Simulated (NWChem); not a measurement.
BSiH5SO2; SMILES OB(O)S[SiH3]

```xyz
10

Si     0.2577    -1.8647     0.0000
S     -1.0633    -0.1597     0.0000
B      0.1846     1.1866     0.0000
O     -0.1865     2.4939     0.0000
O      1.5020     0.8603     0.0000
H      1.1096    -1.8987    -1.2222
H      1.1096    -1.8987     1.2222
H     -0.6537    -3.0459     0.0000
H     -1.1382     2.6315     0.0000
H      2.0706     1.6390     0.0000
```
Atoms are numbered in this order, from 1.

All runs: NWChem. Pople sets run with spherical d functions. Geometry: optimised at PBE0/def2-SVP. Core excitations by TDA in a window of 1s orbitals, non-relativistic and unshifted: absolute energies depend strongly on the exact-exchange share.

For level S K edge, BHandHLYP/6-311G**:

- first 1s excitation (eV) = 2446.0
- dipole oscillator strength of the first = 0.0039

### Question
How do the values read with level Si K edge, PBE/6-311G** instead?

### Answer
The first 1s excitation (eV) is 1779.0 and the dipole oscillator strength of the first is 0.0017.
